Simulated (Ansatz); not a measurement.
Start from `BO[SiH2]N` and change one atom or group to get `BO[SiH2]F`.

Ansatz, PBE0-D4/def2-TZVP geometries, multiplicity 1. Each molecule was computed in one conformer, which needn't be the lowest.

```tsv
property	`BO[SiH2]N`
HOMO energy (PBE/def2-TZVPP) / eV	-6.56
HOMO energy (ωB97M-V/def2-TZVPP) / eV	-10.41
HOMO energy (PBE0/def2-TZVPP) / eV	-8.00
size of the dipole moment (B3LYP/def2-TZVPP) / D	1.80
LUMO energy (B3LYP/def2-TZVPP) / eV	-0.71
size of the dipole moment (ωB97M-V/def2-TZVPP) / D	1.80
```

Question: Give the same properties after the change, and the shifts. (Best estimate.)

Answer: The calculation gave: 
```json
{"property": "HOMO energy (PBE/def2-TZVPP) / eV", "`BO[SiH2]F`": "-7.27", "shift": "-0.71"}
{"property": "HOMO energy (ωB97M-V/def2-TZVPP) / eV", "`BO[SiH2]F`": "-11.11", "shift": "-0.70"}
{"property": "HOMO energy (PBE0/def2-TZVPP) / eV", "`BO[SiH2]F`": "-8.75", "shift": "-0.75"}
{"property": "size of the dipole moment (B3LYP/def2-TZVPP) / D", "`BO[SiH2]F`": "1.29", "shift": "-0.51"}
{"property": "LUMO energy (B3LYP/def2-TZVPP) / eV", "`BO[SiH2]F`": "-1.15", "shift": "-0.44"}
{"property": "size of the dipole moment (ωB97M-V/def2-TZVPP) / D", "`BO[SiH2]F`": "1.26", "shift": "-0.54"}
```

With PBE0 the HOMO falls by 0.75 eV and the LUMO falls by 0.45 eV, so the gap widens by about 0.30 eV. PBE moves the HOMO by -0.71 eV and ωB97M-V by -0.70 eV. The zero-point energy changes by -60.9 kJ/mol with -6 modes. Dipoles are sizes alone; their direction can turn.

B3LYP here is the variant with VWN-RPA as its local correlation; programs differ in this.
